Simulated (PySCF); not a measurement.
**Electronic absorption of (F)2Zr(OSiH2)2O**

Compound: (F)2Zr(OSiH2)2O (singlet state).
Bonds: Zr1–F2, Zr1–F3, Zr1–O4, Zr1–O8, O4–Si5, Si5–O6, O6–Si7, Si7–O8. Hydrogens: H9, H10 on Si5; H11, H12 on Si7.

Computed with TDDFT wB97X-D/def2-SVPD, vertical, gas phase, core orbitals frozen in the response, def2 core potentials past Kr (PySCF 2.14.0, density-fitted response routines). Isolated species at its PBE0-D3(BJ)/def2-SVP geometry, gas phase. Spin–orbit coupling is left out.

```json
{"state": "S1", "E (eV)": "7.27", "λ (nm)": "170.6", "ν̃ (cm⁻¹)": "58620", "f": "0.0015", "|μ| (D)": "0.24", "main configurations (H = HOMO, L = LUMO)": "H→L (70%), H-4→L (14%)"}
{"state": "S2", "E (eV)": "7.39", "λ (nm)": "167.9", "ν̃ (cm⁻¹)": "59570", "f": "0.0000", "|μ| (D)": "0.03", "main configurations (H = HOMO, L = LUMO)": "H-1→L (72%), H-6→L (11%), H-1→L+2 (10%)"}
{"state": "S3", "E (eV)": "7.61", "λ (nm)": "163.0", "ν̃ (cm⁻¹)": "61350", "f": "0.016", "|μ| (D)": "0.74", "main configurations (H = HOMO, L = LUMO)": "H→L+1 (57%), H-4→L+1 (20%), H-3→L (14%)"}
{"state": "S4", "E (eV)": "7.69", "λ (nm)": "161.2", "ν̃ (cm⁻¹)": "62020", "f": "0.017", "|μ| (D)": "0.75", "main configurations (H = HOMO, L = LUMO)": "H→L+3 (36%), H→L+2 (31%), H-4→L (12%)"}
{"state": "S5", "E (eV)": "7.75", "λ (nm)": "160.0", "ν̃ (cm⁻¹)": "62480", "f": "0.014", "|μ| (D)": "0.69", "main configurations (H = HOMO, L = LUMO)": "H-1→L+1 (55%), H-2→L (25%), H-6→L+1 (9%)"}
{"state": "S6", "E (eV)": "7.90", "λ (nm)": "157.0", "ν̃ (cm⁻¹)": "63690", "f": "0.0070", "|μ| (D)": "0.48", "main configurations (H = HOMO, L = LUMO)": "H-3→L+1 (38%), H→L+2 (21%), H→L+7 (20%)"}
{"state": "S7", "E (eV)": "7.92", "λ (nm)": "156.5", "ν̃ (cm⁻¹)": "63900", "f": "0.0003", "|μ| (D)": "0.10", "main configurations (H = HOMO, L = LUMO)": "H-3→L+1 (52%), H→L+7 (17%)"}
{"state": "S8", "E (eV)": "7.97", "λ (nm)": "155.6", "ν̃ (cm⁻¹)": "64270", "f": "0.030", "|μ| (D)": "1.00", "main configurations (H = HOMO, L = LUMO)": "H-3→L (62%), H→L+1 (21%), H-3→L+2 (8%)"}
{"state": "S9", "E (eV)": "7.99", "λ (nm)": "155.1", "ν̃ (cm⁻¹)": "64470", "f": "0.0002", "|μ| (D)": "0.08", "main configurations (H = HOMO, L = LUMO)": "H-2→L+1 (80%), H-5→L+1 (11%)"}
{"state": "S10", "E (eV)": "8.04", "λ (nm)": "154.2", "ν̃ (cm⁻¹)": "64860", "f": "0.0000", "|μ| (D)": "0.02", "main configurations (H = HOMO, L = LUMO)": "H-1→L+2 (36%), H→L+6 (30%)"}
```

Triplets, Tamm–Dancoff:

```tsv
state	E (eV)	λ (nm)	main configurations (H = HOMO, L = LUMO)
T1	7.16	173.1	H→L (67%), H-4→L (12%)
T2	7.26	170.7	H-1→L (70%), H-6→L (11%), H-1→L+2 (9%)
T3	7.32	169.4	H-1→L+1 (71%), H-6→L+1 (16%)
T4	7.33	169.1	H→L+1 (48%), H-4→L+1 (30%)
```

The lowest singlet lies at 7.27 eV (171 nm, vacuum ultraviolet) and is very weak; its leading configuration is HOMO→LUMO (70%). The strongest level in the table is S8 at 7.97 eV (156 nm, f = 0.030). For S1 the Löwdin share of zirconium is at most 10% in HOMO and 63% in LUMO; for S8 the Löwdin share of zirconium is 6% in HOMO-3 and 63% in LUMO (ligand-to-metal charge transfer by this measure). Orbital energies (eV): HOMO-3 -12.18, HOMO-2 -11.94, HOMO-1 -11.32, HOMO -10.67, LUMO 0.67, LUMO+1 0.91, LUMO+2 1.13. The listed states span 0.77 eV, and the widest gap between neighbours is 0.22 eV (S2 to S3). All these states lie below the vertical ionisation energy of 10.93 eV (ΔSCF). Singlets were solved by full linear response, triplets in the Tamm–Dancoff approximation.
